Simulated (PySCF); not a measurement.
## SnS⁺: frontier orbitals

revPBE at R = 2.404 Å; Sn def2-SVP with ECP28, S def2-SVP; scalar-relativistic core potentials (PySCF 2.14). State: ²Π (doublet), unpaired electrons π ↑. Only the outer orbitals are listed, counted within each symmetry, core potentials removing the inner ones.

| spin | orbital | occ. | ε (eV) | on Sn (%) | main shells (%) |
| --- | --- | --- | --- | --- | --- |
| α | 7σ | 1 | -23.52 | 10 | 88 S s |
| α | 8σ | 1 | -17.48 | 78 | 78 Sn s, 12 S p, 9 S s |
| α | 4π | 1 | -13.66 | 10 | 90 S p, 9 Sn p |
| α | 9σ | 1 | -12.96 | 41 | 57 S p, 27 Sn p, 14 Sn s |
| α | 4π | 1 | -12.60 | 15 | 84 S p, 14 Sn p |
| α | 5π | 0 | -9.65 | 91 | 91 Sn p, 9 S p |
| α | 5π | 0 | -9.33 | 86 | 86 Sn p, 14 S p |
| α | 10σ | 0 | -6.63 | 81 | 76 Sn p, 21 S p |
| β | 7σ | 1 | -22.59 | 14 | 84 S s, 10 Sn s |
| β | 8σ | 1 | -17.30 | 77 | 77 Sn s, 12 S s, 10 S p |
| β | 9σ | 1 | -12.71 | 42 | 57 S p, 29 Sn p, 11 Sn s |
| β | 4π | 1 | -12.24 | 20 | 80 S p, 18 Sn p |
| β | 4π | 0 | -11.90 | 25 | 75 S p, 24 Sn p |
| β | 5π | 0 | -9.30 | 82 | 81 Sn p, 18 S p |
| β | 5π | 0 | -9.23 | 76 | 76 Sn p, 23 S p |

Q: Which are the highest filled and the lowest empty level, where do they sit, and how wide is the gap?

A: Highest filled β 4π at -12.24 eV (in %: 80 S p, 18 Sn p); lowest empty β 4π at -11.90 eV (in %: 75 S p, 24 Sn p); the gap at revPBE is 0.34 eV. Both belong to one degenerate shell, split only by its one-sided filling, so this is no excitation gap.

| Property | Result |
| --- | --- |
| bond order (Mayer) | 1.59 |
| ⟨S²⟩ | 0.756 |
| charge on Sn (Mulliken, basis-dependent) | 0.93 |
| charge on Sn (Löwdin, basis-dependent) | 0.77 |
| dipole moment (positive dipole points towards S; it is taken about the centre of mass and depends on that origin) | -1.22 D |

Spin–orbit coupling is left out. The state is the lowest determinant that a PBE0 search found; another state may lie lower at other levels.
